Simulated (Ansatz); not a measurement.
All numbers were calculated with Ansatz.

A structure relaxed at PBE0-D4/def2-TZVP, charge 0, multiplicity 1:

```xyz
12

C    -0.7307    0.7768    1.6618
C    -0.7936   -0.4137    0.7162
In    0.5447   -0.2605   -0.9627
O     0.7603   -1.6005   -2.4218
S     2.0360    1.5425   -1.4116
H    -1.4270    0.6527    2.4973
H    -0.9907    1.7114    1.1596
H     0.2666    0.9076    2.0880
H    -1.7974   -0.5443    0.3036
H    -0.5440   -1.3460    1.2295
H     0.1966   -2.3715   -2.3282
H     2.4793    0.9456   -2.5318
```

Question: Give its formula and SMILES.

Answer: C2H7InOS, `C[CH2][In]([OH])[SH]`.

Question: Point group (tolerance 0.08 Å, 0.16 Å for H)?

Answer: Cs.

Question: Summarise the bond lengths by kind.

Answer: 1 × C–C 1.522 Å; 5 × C–H 1.092 to 1.095 Å; 1 × C–In 2.153 Å; 1 × In–O 1.993 Å; 1 × In–S 2.382 Å; 1 × H–O 0.960 Å; 1 × H–S 1.345 Å.
